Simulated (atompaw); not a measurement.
# Before and after: PAW (atompaw) potential for sulfur

atompaw 4.2.0.5 input, output lines left out:

```
S 16
GGA-PBE scalarrelativistic loggrid 1500 logderivrange -4 5 226
3 3 0 0 0 0
3 1 3
0 0 0
c
c
v
c
v
1
1.80 1.50 1.60 1.10
y
2.35
n
y
3.15
n
modrrkj vanderbiltortho sinc
2 1 ultrasoft
1.15
1.15
1.80
1.80
```

Change: wave 3p channel at 3.15 Ry: rc 1.80 bohr becomes 3p channel at 1.24 Ry: rc 1.80 bohr.

Cutoffs: the cutoffs (Ry, on a coarse ladder) from which the occupation-weighted sum of valence levels, in a spherical-Bessel basis at the reference potential, stays within 10 and 1 mRy of its value at 400 Ry; they do not see the model core or the augmentation charge, which bear on the density cutoff.

Question: What does the change do?

Answer: The potential gets neither clearly harder nor softer (30 Ry and 40 Ry → 30 Ry and 40 Ry); the s channel sets the loose cutoff, while the largest relative change is in p, which becomes softer; the range in which the p phases agree widens (upper end -1.1 → at the end of the scan); neither file shows a bound ghost.

```tsv
quantity	base	changed
cutoff, loose	30 Ry	30 Ry
cutoff, tight	40 Ry	40 Ry
loose cutoff by channel (10 mRy a level)	s 25 Ry, p 12 Ry	s 25 Ry, p 10 Ry
bound ghosts	none	none
s: phases at 1.81 bohr within 0.05 rad from the reference energy up to (Ry; the scan ends near 5)	0.2	0.2
p: phases at 1.81 bohr within 0.05 rad from the reference energy up to (Ry; the scan ends near 5)	-1.1	to the end of the scan
lowest overlap eigenvalue by channel	s 0.06, p 0.72	s 0.06, p 0.01
```

 The cutoffs see the waves, projectors and local potential, not the compensation charge or the core.
